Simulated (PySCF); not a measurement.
**Unknown compound**

The spectra below were simulated for a compound C₄H₇NSi.

¹H NMR (400 MHz, computed): δ 6.05 (m, 1H), 5.54 (m, 1H), 5.36 (m, 1H), 4.27 (t, 2H), 2.22 (m, 2H).

¹³C{¹H} NMR (computed): δ 139.5 (CH), 123.9 (CH2), 123.5 (C), 24.0 (CH2).

A single conformation, no relativistic terms, one averaged value for each set of equivalent atoms, isolated molecule. Shielding tensors at PBE0/pcSseg-1 (GIAO); geometry: GFN2-xTB; PySCF.

Shifts are taken against calculated references (same method and geometry level): ¹H (σ = 31.72 ppm) and ¹³C (σ = 186.93 ppm) vs TMS.

Which candidate is it?
A. C=CC[SiH2]C#N
B. C/N=C\C#C[SiH3]
C. C=C([SiH3])CC#N

Answers

A. 

- The formula gives 3 degrees of unsaturation (no ring in the answer).
- 4 carbon signals for 4 carbons: no two carbons are equivalent.
- Carbon types of the structure: 1 × C, 1 × CH, 2 × CH2, leaving 2 H on heteroatoms.
- δC 139.5: alkene CH; the olefinic region.
- δC 123.9: terminal =CH2 carbon; an sp2 carbon of a C=C bond.
- δC 123.5: nitrile carbon; this is the usual window of a C≡N carbon, which has no attached hydrogen.
- δH 5.54, 5.36: hydrogen on a terminal =CH2 carbon; a vinylic proton, deshielded by the sp2 carbon and the C=C anisotropy.
- δH 2.22: hydrogen on an allylic sp3 CH2 bonded to Si; allylic position.

The others: C=C([SiH3])CC#N would give 4 signals for carbon-bound and other non-exchanging H, not 5; C/N=C\C#C[SiH3] would give 3 signals for carbon-bound and other non-exchanging H, not 5.

Shifts are as computed. Against solution values, carbons near 30 ppm lie about +3 ppm off and those near 130 ppm about +5 ppm (rms about the fit 2.1 ppm; single classes can miss by 10 ppm). Of 1328 compounds with measured shifts, 309 miss one by over three times the rms of a fit or turn the order of signals round; such compounds aren't used in these exercises. Signals without a measured value on file couldn't be tested in this way; 1H shifts scatter by 0.2 ppm about their fit, and single ones miss by 0.5 ppm. Multiplicities follow the n + 1 count of equivalent neighbours, as no J values were calculated; m marks all less simple cases, F and P coupling included.
